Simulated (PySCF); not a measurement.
## GaN₂: fields on a plane

Method: UPBE0/[Ga def2-TZVP, N def2-TZVP], no relativity, density fitting, PySCF.

The quartet minimum has Ga–N 1.807 Å (×2); N–Ga–N 180.0°.

The plane holds Ga1 at (0.00, 0.00), N2 at (1.81, 0.00), N3 at (-1.81, 0.00) Å. Columns run from x = -3.75 to 4.05 Å, rows from y = 2.25 (top) to -1.95 Å, in steps of 0.3 Å. Other isomers or separated fragments may lie lower.

**Question.** Give the electrostatic potential (V) (cut at 20 V). Every second row and column.

**Answer.** 
```
-0.2 -0.2 -0.1  0.3  0.7  1.3  1.7  1.6  1.0  0.5  0.1 -0.2 -0.2 -0.2
-0.4 -0.5 -0.3  0.3  1.2  2.5  3.8  3.3  1.8  0.7  0.0 -0.4 -0.5 -0.4
-0.7 -0.9 -0.3  2.1  3.0  6.2 12.1  9.5  3.8  2.8  0.8 -0.8 -0.8 -0.6
-1.0 -1.3  3.0 20.0 19.6 18.0 20.0 20.0 10.9 20.0 16.2 -0.6 -1.2 -0.8
-1.0 -1.4  6.2 20.0 20.0 20.0 20.0 20.0 15.7 20.0 20.0 -0.3 -1.3 -0.8
-0.8 -1.1  0.6  9.2  7.1 10.6 20.0 19.0  6.4 10.1  4.2 -0.8 -1.0 -0.7
-0.6 -0.7 -0.4  0.6  1.6  3.8  6.3  5.3  2.5  1.1  0.0 -0.6 -0.6 -0.5
-0.3 -0.3 -0.2  0.2  0.9  1.8  2.5  2.2  1.3  0.5  0.0 -0.3 -0.3 -0.3
```

**Question.** Give the electron density (e/Å³) (cut at 5 e/Å³). Every second row and column.

**Answer.** 
```
0.00 0.00 0.00 0.00 0.00 0.00 0.00 0.00 0.00 0.00 0.00 0.00 0.00 0.00
0.00 0.00 0.01 0.01 0.01 0.02 0.02 0.02 0.01 0.01 0.01 0.00 0.00 0.00
0.00 0.01 0.07 0.17 0.15 0.12 0.17 0.14 0.13 0.18 0.13 0.03 0.00 0.00
0.00 0.05 0.48 2.22 1.29 0.66 5.00 2.21 0.73 2.06 1.33 0.15 0.01 0.00
0.01 0.06 0.83 5.00 2.46 1.14 5.00 5.00 1.17 5.00 2.69 0.22 0.02 0.00
0.00 0.03 0.20 0.67 0.47 0.30 0.83 0.45 0.33 0.66 0.44 0.08 0.01 0.00
0.00 0.01 0.02 0.05 0.05 0.04 0.05 0.05 0.04 0.05 0.04 0.01 0.00 0.00
0.00 0.00 0.00 0.00 0.00 0.01 0.01 0.01 0.00 0.00 0.00 0.00 0.00 0.00
```
